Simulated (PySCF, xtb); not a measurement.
CH6ClFSi2, SMILES [Si@](F)(Cl)(C)[SiH3].

Harmonic wavenumbers (cm⁻¹) from GFN2-xTB (xtb) at its own minimum, in rising order: 20, 95, 98, 119, 165, 198, 211, 393, 456, 470, 525, 727, 766, 777, 790, 796, 824, 831, 1375, 1471, 1476, 2244, 2247, 2252, 3020, 3040, 3046.

Task: What does PBE-D3(BJ)/def2-SVP run with PySCF give at its own minimum? (An estimate is asked for; the answer gives what the named calculation found.)

Result: 102, 105, 125, 149, 188, 226, 236, 402, 484, 490, 541, 704, 758, 765, 835, 873, 897, 902, 1216, 1372, 1373, 2154, 2168, 2180, 2978, 3084, 3087. Paired by order, the mean absolute difference is 50 cm⁻¹ and the zero-point energies are 40.6 and 40.6 kcal/mol.
